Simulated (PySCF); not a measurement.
Al2H4O4, SMILES [OH][Al]([Al]([OH])[OH])[OH]. Atoms are numbered in the order given.

```xyz
10

Al     0.0000     0.0000     1.2569
O     -1.0582     1.0582     2.0855
O      1.0582    -1.0582     2.0855
Al     0.0000     0.0000    -1.2569
O     -1.0582    -1.0582    -2.0855
O      1.0582     1.0582    -2.0855
H     -1.1749     1.1749     3.0324
H      1.1749    -1.1749     3.0324
H     -1.1749    -1.1749    -3.0324
H      1.1749     1.1749    -3.0324
```
Charge 0, spin multiplicity 1.

Geometry optimised at B3LYP-D3(BJ)/def2-SVP. The structure was generated by enumeration; whether it is a known compound was not checked. Other conformers were not sampled.

These are HF/pcSseg-1 (PySCF) values and carry that method's errors.

GIAO shieldings, no solvent; atoms alike by connectivity are averaged. δ = σ(ref) − σ: ¹⁷O against H2O (σ = 333.0 ppm); ¹H against TMS (σ = 31.99 ppm), references at their B3LYP-D3(BJ)/def2-TZVP geometries, non-relativistic.

Task: Estimate the chemical shifts. (Estimate from the structure and the level; the computed values follow.)

Result: 
```
nucleus            atoms  count  δ (ppm)
-------  ---------------  -----  -------
¹⁷O       O2, O3, O5, O6      4     35.5
¹H       H7, H8, H9, H10      4     2.12
```
